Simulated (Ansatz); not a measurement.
Abridged output of a molecular run in Ansatz:

```
Functional definition: HF
1431 factors; integrals over basis functions are off by at most 1.4e-3 eV
mean field evaluation 1: about -72342.4897 eV, gradient 2.8e1 eV
mean field evaluation 2: about -72342.5750 eV, gradient 2.8e1 eV
mean field evaluation 4: about -72345.2179 eV, gradient 5.1e0 eV
mean field evaluation 8: about -72345.2922 eV, gradient 3.5e-4 eV
mean field -72345.29215806 eV, -2658.6404494083 hartree, gradient 1.8e-6 eV, S^2 0.000000; 0 other end points of the search recorded, 0 dependent functions left out
17 core orbitals not correlated: weight in the atoms' cores, before any rotation towards them, 1.000 or more for the frozen orbitals, at most 0.000 for the correlated occupied ones
reference -72345.29215806 eV, -2658.6404494083 hartree; 21, 21 occupied and 104, 104 virtual orbitals, 1431 factors
second order -21.86590165 eV of doubles, -0.00000000 eV of singles
cycle   1  -22.80161989 eV  change   -9.4e-1 eV  update   1.1e-1
cycle   2  -23.52810818 eV  change   -7.3e-1 eV  update   3.3e-2
cycle   3  -23.63357248 eV  change   -1.1e-1 eV  update   1.5e-2
cycle   4  -23.62707253 eV  change    6.5e-3 eV  update   4.0e-3
cycle   5  -23.62820366 eV  change   -1.1e-3 eV  update   1.9e-3
cycle   6  -23.62773022 eV  change    4.7e-4 eV  update   6.5e-4
cycle   7  -23.62738560 eV  change    3.4e-4 eV  update   3.0e-4
cycle   8  -23.62746622 eV  change   -8.1e-5 eV  update   1.3e-4
cycle   9  -23.62749365 eV  change   -2.7e-5 eV  update   5.2e-5
perturbative correction -0.70772930 eV, -0.0260085722 hartree
Total energy: -72369.62738101 eV, -2659.5347523569 hartree
```

Its atoms:

Cartesian coordinates in Å:
```
C -1.452 -1.132 0.681
N -0.480 -0.344 -0.047
C -1.009 0.102 -1.320
As 0.155 1.135 0.954
Si 2.366 0.874 0.133
H -1.754 -1.984 0.063
H -2.367 -0.575 0.948
H -1.009 -1.524 1.599
H -0.259 0.683 -1.862
H -1.253 -0.772 -1.932
H -1.920 0.717 -1.232
H 0.491 0.311 2.195
H 2.342 1.142 -1.329
H 3.270 1.866 0.778
H 2.878 -0.499 0.371
```

Which basis set was used?
A. def2-TZVPPD
B. def2-SVP
C. def2-TZVPP
D. cc-pV(Q+d)Z

B. It gives 142 functions.

Write the keys of the input that set method, charge and spin (a neutral closed shell needs none for the last two).


```yaml
correlation: {method: ccsd_t}
```
